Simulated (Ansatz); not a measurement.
Caution, from a PySCF single point (B3LYP-D3(BJ)/def2-TZVP) at this geometry: the restricted solution is unstable towards spin-unrestricted or complex orbitals, so a lower solution exists and this singlet may not be the ground state. This singlet lies 0.18 eV above the relaxed triplet at the level B3LYP/cc-pVTZ // B3LYP-D3(BJ)/def2-TZVP (Ansatz, an electronic-structure program); other levels give the other order.

A geometry relaxed with B3LYP-D3(BJ)/def2-TZVP run with Ansatz, charge 0, multiplicity 1:

```xyz
8

H     -1.4091    -0.2852    -1.1556
C      1.4168    -0.0108    -0.3030
H     -1.8417    -0.5076     0.5342
C     -1.0982    -0.0508    -0.1190
O      1.7673     0.6428     0.6920
C      0.2154    -0.6631    -0.0507
H     -1.0968     1.0414    -0.0302
H      2.0464    -0.1667    -1.1936
```

Question: Write the SMILES of this molecule.

Answer: `C[C]C=O`
